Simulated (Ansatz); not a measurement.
Ansatz (an electronic-structure program) input (r2SCAN0/def2-TZVPD):

Ansatz 0.2 input:
```yaml
crystal:
  periodic: [false, false, false]
  atoms:
    - {symbol: Si, position_ang: [-0.13689500, 0.03055389, 0.13537746]}
    - {symbol: O, position_ang: [1.14034957, -0.27268516, -1.13860385]}
    - {symbol: O, position_ang: [0.94406632, 0.16430643, 1.31378512]}
    - {symbol: O, position_ang: [-0.71020519, 1.32453647, -0.62088717]}
    - {symbol: N, position_ang: [-1.19894210, -1.23309474, 0.28568259]}
    - {symbol: H, position_ang: [2.05668696, -0.39290194, -0.83546631]}
    - {symbol: H, position_ang: [0.74404551, 0.18299036, 2.25425932]}
    - {symbol: H, position_ang: [-1.53041857, 1.77819498, -0.40572885]}
    - {symbol: H, position_ang: [-1.03561606, -2.03079641, 0.88110220]}
    - {symbol: H, position_ang: [-2.02815082, -1.33467812, -0.27966826]}
    - {symbol: H, position_ang: [1.10889199, 0.27183791, -1.94391354]}
basis:
  gaussian:
    orbitals: def2-TZVPD
hamiltonian:
  xc: {name: r2SCAN0}
total_charge: 1
output: {forces: true}
```

End of the output:

```
integrals: 0.21 GiB planned
1333 factors; their error is unknown
0.37 GiB of the device are held for the grids
1.46 GiB of device memory are held for the factors and their scratch space
mean field: 1.49 GiB planned
mean field evaluation 1: about -15580.6681 eV, gradient 1.2e2 eV
mean field evaluation 2: about -15567.8043 eV, gradient 1.4e2 eV
mean field evaluation 4: about -15602.3732 eV, gradient 6.6e0 eV
mean field evaluation 8: about -15602.4472 eV, gradient 6.2e-2 eV
mean field evaluation 16: about -15602.4713 eV, gradient 5.0e-5 eV
mean field -15602.47134715 eV, -573.3802462728 hartree, gradient 1.5e-5 eV, S^2 0.000000; 0 other end points of the search recorded, 0 dependent functions left out
the calculation of the forces begins
reference -15602.47136296 eV, -573.3802468537 hartree; 25, 25 occupied and 229, 229 virtual orbitals, 1333 factors
Total energy: -15602.47136296 eV, -573.3802468537 hartree
Atom 0 at    -0.136895     0.030554     0.135377 Å, force     0.136176     0.078661    -0.069266 eV/Å
Atom 1 at     1.140350    -0.272685    -1.138604 Å, force     0.032048     0.173555     0.076679 eV/Å
Atom 2 at     0.944066     0.164306     1.313785 Å, force    -0.358822    -0.028001    -0.043526 eV/Å
Atom 3 at    -0.710205     1.324536    -0.620887 Å, force    -0.085999    -0.219347     0.275542 eV/Å
Atom 4 at    -1.198942    -1.233095     0.285683 Å, force     0.093989     0.094247    -0.023846 eV/Å
Atom 5 at     2.056687    -0.392902    -0.835466 Å, force    -0.320992     0.065793    -0.111272 eV/Å
Atom 6 at     0.744046     0.182990     2.254259 Å, force     0.042584    -0.011279    -0.336572 eV/Å
Atom 7 at    -1.530419     1.778195    -0.405729 Å, force     0.282563    -0.179590    -0.055915 eV/Å
Atom 8 at    -1.035616    -2.030796     0.881102 Å, force    -0.038357     0.182130    -0.137186 eV/Å
Atom 9 at    -2.028151    -1.334678    -0.279668 Å, force     0.190018     0.021959     0.129898 eV/Å
Atom 10 at     1.108892     0.271838    -1.943914 Å, force     0.026793    -0.178128     0.295464 eV/Å
Dipole moment:     0.121463    -0.155768    -0.197273 e Å
```

It need not be the lowest isomer of its formula.
